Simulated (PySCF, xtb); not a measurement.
C4H9NSi, SMILES [SiH3]N1CC=CC1. Other conformers were not sampled.

Harmonic wavenumbers (cm⁻¹) from GFN2-xTB run with xtb 6.7.1 at its own minimum, in rising order: 66, 92, 188, 226, 371, 473, 561, 599, 717, 743, 767, 800, 817, 843, 863, 983, 989, 993, 1043, 1098, 1129, 1155, 1182, 1194, 1263, 1301, 1317, 1484, 1484, 1700, 2142, 2250, 2255, 2815, 2817, 2906, 2906, 3123, 3139.

### Question
What does PBE-D3(BJ)/def2-SVP (PySCF 2.14.0) give at its own minimum? (Estimate from the structure and the level; the computed values follow.)

### Answer
65, 94, 183, 209, 383, 457, 654, 668, 679, 781, 813, 870, 919, 922, 937, 945, 974, 978, 1001, 1073, 1104, 1143, 1157, 1173, 1257, 1323, 1327, 1433, 1445, 1654, 2102, 2152, 2162, 2849, 2852, 2910, 2913, 3138, 3161. Paired by order, the mean absolute difference is 36 cm⁻¹ and the zero-point energies are 72.6 and 72.7 kcal/mol.
